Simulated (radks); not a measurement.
Computed order of ionisation of argon. At each step one electron was removed from each of the four highest sub-shells of the ion before, moves of one valence electron (up to charge 6) and the configuration listed by NIST were tried, and the lowest configuration was kept. Code: a radial shooting solver on a logarithmic mesh with Libxc functionals. Model: scalar-relativistic Kohn-Sham, BLYP, spin-polarised, spherical densities, finite nucleus; Fermi nuclear charge, rms radius of each element as measured or else 0.836 A^(1/3) + 0.57 fm. Open shells are filled with parallel spins first.

species	lowest configuration found	NIST configuration	margin to the next tried (eV)	IE (eV)	NIST IE (eV)	kind
Ar	[Ar]	same	-	15.661	15.760	exp.
Ar+	[Ne] 3s2 3p5	same	14.510	27.574	27.630	exp.
Ar2+	[Ne] 3s2 3p4	same	15.004	40.537	40.74	semi-emp.
Ar3+	[Ne] 3s2 3p3	same	15.471	58.934	59.6	semi-emp.
Ar4+	[Ne] 3s2 3p2	same	11.168	74.732	74.8	semi-emp.
Ar5+	[Ne] 3s2 3p1	same	12.505	91.055	91.29	exp.
Ar6+	[Ne] 3s2	same	14.290	124.41	124.4	semi-emp.
Ar7+	[Ne] 3s1	same	245.47	144.87	143.46	semi-emp.
Ar8+	[Ne]	same	250.82	423.44	422.6	semi-emp.
Ar9+	[He] 2s2 2p5	same	62.968	480.60	479.8	semi-emp.
Ar10+	[He] 2s2 2p4	same	59.745	538.93	540	semi-emp.
Ar11+	[He] 2s2 2p3	same	56.216	621.50	619.0	semi-emp.
Ar12+	[He] 2s2 2p2	same	27.548	687.79	685.5	semi-emp.
Ar13+	[He] 2s2 2p1	same	26.878	754.63	755.1	semi-emp.

Reference values: NIST Atomic Spectra Database (exp. = measured, semi-emp. = semi-empirical, theory = theoretical value adopted there). Open shells are spherical and high-spin; term and fine-structure splittings are not resolved.
